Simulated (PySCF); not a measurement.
# Electron correlation in Cu (copper, neutral)

[Ar] 3d9 4s1 4p1, one real determinant (an excited configuration). Computed with PySCF 2.14 in def2-QZVPPD (11s6p5d4f2g, 100 functions), with no relativity, point nucleus. Frozen: [Ar]; 11 electrons correlated.

```
  level  correlation energy (mhartree)
   CCSD                        -355.40
    (T)                         -11.22
CCSD(T)                        -366.62
```

Diagnostics: T1 = 0.015, D1 = 0.0461, largest double amplitude 0.028.

Task: Is a single reference adequate?

Result: Yes: T1 lies below 0.03 and no double amplitude reaches 0.07.

The reference is one real determinant that mixes LS terms of this configuration.
